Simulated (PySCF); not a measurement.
MgF, SMILES [F][Mg+], charge +1. The structure is a stationary point at r2SCAN-D4/def2-TZVPD. The multiplicity is an assumed one; other spin states were not compared.

Computed with r2SCAN-D4/def2-TZVPD (PySCF).

Harmonic wavenumbers (cm⁻¹): 814. Rotational constants (GHz): 16.32 (linear); symmetry number 1.

Q: Work out the zero-point energy and the ideal-gas rigid-rotor harmonic-oscillator thermochemistry at 298.15 K and 1 atm.

A: ZPE = ½ Σ hcν = ½ × 814 cm⁻¹ = 4.87 kJ/mol. H − E(el) = 13.74 kJ/mol. Entropy in J/(mol K): translation 155.74, rotation 57.72, vibration 0.82, total 214.28. G − E(el) = -50.15 kJ/mol. Cp = 31.73 J/(mol K).
